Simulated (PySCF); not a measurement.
Species: C3H10NO2Si (doublet state).
Geometry (GFN2-xTB, Å), atoms numbered from 1 in this order:
```xyz
17
C3H10NO2Si angstrom
C     -1.0394    0.9006   -1.2979
C     -0.9519    0.2618    0.0250
C     -2.2184   -0.5649    0.3408
O      0.1508   -0.5898    0.1289
Si     1.7129   -0.2155    0.3512
N      1.8642    0.6076    1.8667
O      2.5219   -1.6151    0.4139
H     -1.8173    1.6109   -1.4956
H     -0.3851    0.5879   -2.0849
H     -0.8822    1.0456    0.8046
H     -2.3133   -1.3668   -0.3858
H     -2.1297   -0.9963    1.3341
H     -3.0986    0.0695    0.2968
H      2.3085    0.4579   -0.7972
H      1.3412    1.4550    2.0164
H      2.7907    0.7182    2.2446
H      2.1386   -2.3546    0.8780
```

The hyperfine couplings belong to this conformer and change with its torsions.

Identity: `[CH2][C@@H](C)O[Si@H](O)N` [radical].

The calculation used PySCF, UKS B3LYP, pcH-1 on C H N O Si, non-relativistic, mean-field spin-orbit, GIAO. Geometry: GFN2-xTB, one conformer, isolated molecule. The geometry wasn't refined by DFT: couplings that depend on bond lengths, twists or pyramidal angles can differ widely from those at the functional's own minimum. The SCF solution wasn't tested for stability.

**Question.** Break the g tensor into its mass correction, gauge correction and orbital-Zeeman/spin–orbit terms.

**Answer.** 
```tsv
Δg (ppm)	1	2	3
relativistic mass correction	-137	-137	-137
gauge correction	7	38	23
orbital Zeeman/spin–orbit	11	482	571
total	-119	383	457
```

So g = 2.00220, 2.00270, 2.00278 and g_iso = 2.00256; the tensor is close to axial: the two nearest values differ by 13 % of g3 − g1. Axes: g2 points within 6° of the C1–C2 bond.

**Question.** At 94.142 GHz, how far is the centre of the isotropic spectrum from where a free electron (g = 2.002319) resonates?

**Answer.** B = hν/(g μB) with μB/h = 13.99624 MHz/mT gives 3359.22 mT for the free electron and 3358.82 mT at g_iso, 0.40 mT lower.

**Question.** How much does each term add to the isotropic shift?

**Answer.** The orbital-Zeeman/spin–orbit term 355, the mass correction -137 and the gauge correction 23 ppm, for a total of 240 ppm. The orbital-Zeeman/spin–orbit term is the largest in size. The mass correction is the same along every axis, so the anisotropy comes from the other two: their spans along these axes are 31 (gauge) and 560 ppm (orbital Zeeman/spin–orbit).

**Question.** In a frozen sample, at which fields do the three g values resonate at 9.5, 34, 94 and 263 GHz (hyperfine left aside), and which band first spreads them over more than twice a line width of 1.0 mT?

**Answer.** 
| band | GHz | B(g3) mT | B(g2) mT | B(g1) mT | spread mT |
| --- | --- | --- | --- | --- | --- |
| X | 9.5 | 338.91 | 338.92 | 339.00 | 0.10 |
| Q | 34.0 | 1212.93 | 1212.97 | 1213.28 | 0.35 |
| W | 94.0 | 3353.39 | 3353.51 | 3354.35 | 0.96 |
| J | 263.0 | 9382.36 | 9382.70 | 9385.05 | 2.70 |

The spread grows in proportion to the frequency. J band is the first where it exceeds 2.0 mT.

The Mulliken spin populations are largest on C1 (+1.07) and C2 (-0.08). C1 is the only atom above +0.15. The positive populations add up to 1.17 and the negative ones to -0.17, together 2S = 1. The angles at C1 add up to 359.8°, so it is planar; its axial dipolar tensor and the negative couplings of its protons fit spin in a p orbital normal to that plane.

The HOMO–LUMO gaps are 6.64 eV among the α and 5.30 eV among the β orbitals.
